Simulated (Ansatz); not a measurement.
Geometry optimisation, RKS PBE0/def2-SVP in Ansatz.

The input (input.yaml):

```yaml
crystal:
  periodic: [false, false, false]
  atoms:
    - { symbol: B, position_ang: [0.0, 0.0, 0.0] }
    - { symbol: "N", position_ang: [0.0, 0.0, 1.55] }
    - { symbol: H, position_ang: [-0.877, -0.2713, 2.08] }
    - { symbol: H, position_ang: [0.877, 0.2713, 2.08] }
    - { symbol: "N", position_ang: [1.3423, 0.0, -0.775] }
    - { symbol: H, position_ang: [1.8089, -0.9179, -1.0268] }
    - { symbol: H, position_ang: [1.7937, 0.9179, -1.0532] }
    - { symbol: O, position_ang: [-1.2211, 0.0, -0.705] }
    - { symbol: H, position_ang: [-1.7308, -0.8467, -0.4965] }
basis:
  gaussian: { orbitals: def2-SVP }
hamiltonian:
  xc: pbe0
relax:
  f_tol: 0.02
  max_steps: 40
```

Command:

```bash
$ ansatz run input.yaml --threads 1 --pin off --max-ram 2048MiB --backend cpu --events-out ev --progress --plain --runs-dir out
```

Question: Where does it end, and by what steps?

Answer: The run converged. After 14 steps the energy has fallen by 1.750 eV; H6 moved furthest, 1.08 Å.

| step | energy less start (eV) | largest force component (eV/Å) | accepted |
| --- | --- | --- | --- |
| 0 | 0.0000 | 2.501 | yes |
| 1 | -0.8428 | 1.584 | yes |
| 2 | -1.1009 | 1.492 | yes |
| 3 | -1.3096 | 0.707 | yes |
| 4 | -1.3994 | 1.253 | yes |
| 5 | -1.5177 | 0.827 | yes |
| 6 | -1.6259 | 0.634 | yes |
| 7 | -1.7020 | 0.435 | yes |
| 8 | -1.7405 | 0.134 | yes |
| 9 | -1.7481 | 0.088 | yes |
| 10 | -1.7479 | 0.201 | no |
| 11 | -1.7493 | 0.093 | yes |
| 12 | -1.7499 | 0.021 | yes |
| 13 | -1.7500 | 0.022 | yes |
| 14 | -1.7501 | 0.008 | yes |

```xyz
9
Properties=species:S:1:pos:R:3
B 0.086 -0.176 0.003
N -0.018 0.087 1.401
H -0.881 0.024 1.919
H 0.745 0.455 1.949
N 1.297 0.030 -0.707
H 1.365 -0.188 -1.690
H 2.147 0.386 -0.299
O -0.985 -0.652 -0.729
H -1.764 -0.812 -0.194
```

Whether the end is a true minimum wasn't checked by a vibrational analysis.

Time of the run: 44 s on 1 thread of Arm Neoverse V1 (shared host), peak memory 0.15 GiB.
